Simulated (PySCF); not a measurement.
**Calculated properties of `C=C(C#CC=O)CCl`**

Compound: C₆H₅ClO.
Geometry (GFN2-xTB, Å), atoms numbered from 1 in this order:
```xyz
13
C6H5ClO angstrom
C      0.1738   -1.7328    1.0942
C     -0.1375   -0.9006    0.0991
C      0.3227    0.4353    0.0975
C      0.6843    1.5881    0.0467
C      1.1348    2.9390    0.0341
O      1.9030    3.4257    0.8219
C     -1.0073   -1.2950   -1.0551
Cl    -2.6093   -0.4936   -0.8891
H     -0.1824   -2.7484    1.1095
H      0.7931   -1.4148    1.9148
H      0.6973    3.5256   -0.7990
H     -1.1856   -2.3690   -1.0713
H     -0.5913   -0.9589   -2.0049
```

Among its groups: aldehyde, alkyne, C=C double bond and C–Cl bond.

**GFN2-xTB geometry**

| Item | Value |
| --- | --- |
| Point group of the GFN2-xTB geometry | C1 |
| Rotational constants A, B, C of the GFN2-xTB geometry | 2.998, 0.774, 0.645 GHz |

PBE0/def2-SVPD ground state and vertical TDDFT (core frozen in the response) (PySCF):

| Item | Value |
| --- | --- |
| Dipole moment | 3.88 D |
| HOMO energy | -7.94 eV |
| LUMO energy | -2.64 eV |
| HOMO–LUMO gap | 5.30 eV |
| Lowest singlet excitation | 3.56 eV (348 nm, f = 0.000) |
| Strongest line among the 6 lowest singlet transitions | S3 at 4.82 eV (257 nm, f = 0.384) |
| Lowest triplet excitation (Tamm–Dancoff) | 2.94 eV |
| Static isotropic polarisability | 95.6 au |
| Electronic spatial extent ⟨r²⟩ about the centre of nuclear charge | 1628 bohr² |

PBE0/pcSseg-1 ground state and GIAO shieldings, non-relativistic (PySCF):

| Item | Value |
| --- | --- |
| Lowest Hirshfeld atomic charge | -0.21 e on O6 |
| Highest Hirshfeld atomic charge | +0.13 e on C5 |
| 13C chemical shifts (computed TMS as zero) by class | 180.6 (C5), 144.8 (C1), 135.8 (C2), 98.8 (C3), 96.8 (C4), 54.8 (C7) ppm |
| 1H chemical shifts (computed TMS as zero) by class | 9.69 (H11), 6.43 (H10), 6.37 (H9), 4.22 (H12/H13) ppm |
| Isotropic shieldings of nuclei other than C and H, by class | -417 (O6), 802 (Cl8) ppm |
| Mayer bond orders between heavy atoms | C1–C2 1.91, C2–C3 1.03, C3–C4 2.15, C4–C5 1.12, C5–O6 1.96, C2–C7 1.05, C7–Cl8 1.00 |

Monoisotopic mass (most abundant isotopes): 128.0029 u.

The principal polarisabilities are 61.1, 90.4 and 135.1 au; their mean is the isotropic value. The largest Löwdin shares of the HOMO are 0.23 on C1, 0.22 on C4, 0.17 on C2 and 0.16 on C3. The rotational constants make it an asymmetric top with κ = (2B − A − C)/(A − C) = -0.89, nearer the prolate limit (−1). S1 lies 1.74 eV below the HOMO–LUMO gap; its leading configuration is HOMO−1→LUMO, weight 0.91. The dipole matches unit charges of opposite sign 0.81 Å apart (1 e·Å = 4.8032 D). The vertical singlet–triplet gap S1 − T1 is 0.62 eV (TDDFT singlet less Tamm–Dancoff triplet; S1: HOMO−1→LUMO, weight 0.91; T1: HOMO→LUMO, weight 0.93). With B = h/(8π²I), that is 505.379 GHz u Å² over I, the principal moments of inertia are 168.6, 653.1 and 783.5 u Å² (most abundant isotopes).

The structure is a single GFN2-xTB conformer in the gas phase; no vibrational or solvent corrections. NMR classes are plain means over equivalent atoms (diastereotopic ones count apart unless rotation or inversion swaps them), as if these changed places fast; in this geometry the members of some classes differ.
